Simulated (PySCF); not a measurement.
Delta-SCF ions had no search for a lower state. Excitations are Tamm–Dancoff values on a coarser integration grid. The basis has no diffuse functions, so Rydberg states are missing or too high.

## C₄H₆BN, SMILES `C(/C#N)(=C\B)C` (charge 0, multiplicity 1)

These are PBE-D3(BJ)/def2-TZVP // CAM-B3LYP-D3(BJ)/def2-TZVP in PySCF values and carry that method's errors.

| Item | Result |
|---|---|
| HOMO | -7.51 eV |
| dipole moment | 2.59 D |
| HOMO–LUMO gap | 3.58 eV |
| LUMO | -3.93 eV |
| S1 excitation (TDA) | 4.26 eV |
| S1 oscillator strength | 0.000 |
| brightest of the four lowest singlets (TDA) | 5.10 eV |
| T1 excitation (TDA) | 3.02 eV |
| S1–T1 gap (TDA) | 1.25 eV |
| vertical ionisation energy (Delta-SCF) | 10.43 eV |
| total energy | -235.3558 Ha |
| cost | very roughly 4 core-minutes |

```xyz
12

B      2.0264     0.0649    -0.0448
C      0.7075     0.8465     0.0495
C     -0.5212     0.3002     0.0962
C     -0.8729    -1.1531     0.0676
C     -1.6593     1.1773     0.1847
N     -2.5825     1.8527     0.2547
H      2.0500    -1.1230    -0.0886
H      3.0571     0.6579    -0.0756
H      0.7392     1.9305     0.0834
H      0.0122    -1.7751    -0.0030
H     -1.5279    -1.3605    -0.7802
H     -1.4287    -1.4183     0.9684
```
